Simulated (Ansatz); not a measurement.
Input for Ansatz (an electronic-structure program): R-PBE0/def2-TZVPP on CH5GeNO (SMILES C[O][Ge][NH2]), a point of a torsion scan.

Ansatz 0.2 input:
```yaml
crystal:
  periodic: [false, false, false]
  atoms:
    - {symbol: C, position_ang: [-1.94374372, -0.06461884, 0.14123337]}
    - {symbol: O, position_ang: [-0.58843882, 0.23850948, -0.03809303]}
    - {symbol: Ge, position_ang: [0.92612224, 0.27105564, 0.89104998]}
    - {symbol: N, position_ang: [0.61207425, -1.05742751, 2.11139728]}
    - {symbol: H, position_ang: [-2.54107134, 0.83251271, -0.04298870]}
    - {symbol: H, position_ang: [-2.15229375, -0.42490697, 1.15295454]}
    - {symbol: H, position_ang: [-2.24271841, -0.83810691, -0.57198431]}
    - {symbol: H, position_ang: [1.25490592, -1.32480726, 2.84000241]}
    - {symbol: H, position_ang: [-0.23010830, -1.60917434, 2.18881594]}
basis:
  gaussian:
    orbitals: def2-TZVPP
hamiltonian:
  xc: {name: PBE0}
scf: {lower_state_search: off}
```

It printed:

```
WARN ansatz: RAYON_NUM_THREADS=1 ignored (pool sized by the plan → 1); use --threads N
Functional definition: PBE0
these checks for a lower state are left out or cut short: stability, starts, cluster_reference, orbital_swaps, neighbouring_geometries, increment
integrals: 0.12 GiB planned
1182 factors; their error is unknown
mean field: 1.11 GiB planned
mean field evaluation 1: about -61151.4891 eV, gradient 8.0e1 eV
mean field evaluation 2: about -61122.1829 eV, gradient 1.4e2 eV
mean field evaluation 4: about -61163.6382 eV, gradient 6.5e0 eV
mean field evaluation 8: about -61163.7165 eV, gradient 2.4e-1 eV
mean field evaluation 16: about -61163.9913 eV, gradient 7.9e-5 eV
mean field -61163.99134310 eV, -2247.7352234167 hartree, gradient 5.1e-6 eV, S^2 0.000000; 0 other end points of the search recorded, 0 dependent functions left out
reference -61163.99137152 eV, -2247.7352244609 hartree; 29, 29 occupied and 182, 182 virtual orbitals, 1182 factors
Total energy: -61163.99137152 eV, -2247.7352244609 hartree
Checks for a lower state left out: stability, starts, cluster_reference, orbital_swaps, neighbouring_geometries, increment
```

Self-consistency was reached.

Cost: roughly 6 core-seconds.
